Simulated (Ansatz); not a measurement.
Species: PN, charge 0, multiplicity 1. 
Geometry from a B3LYP-D3(BJ)/def2-TZVP (Ansatz, a quantum-chemistry and plane-wave program) optimisation:
```
N
P 1 1.4828
```
Charge 0, spin multiplicity 1.

Basis-set convergence of Hartree-Fock and MP2 correlation energies (hartree) with Ansatz. Valence correlation only, unless marked. No spin-orbit coupling. Non-relativistic.

The Hartree-Fock reference is unstable (checked in the largest basis), which strains HF and MP2. 

```tsv
basis	functions	E(HF)	E(corr, MP2)
def2-SVP	32	-394.98513	-0.28914
def2-TZVPP	73	-395.17569	-0.34645
def2-QZVPP	127	-395.18831	-0.36993
```

Extrapolating the two largest sets (X = 3 and 4) as X^-3: E(corr) = (64·(-0.36993) - 27·(-0.34645))/37 = -0.3871 Eh, an estimate of the basis-set limit. The largest set recovers 95.6 % of it, the smallest 74.7 %.
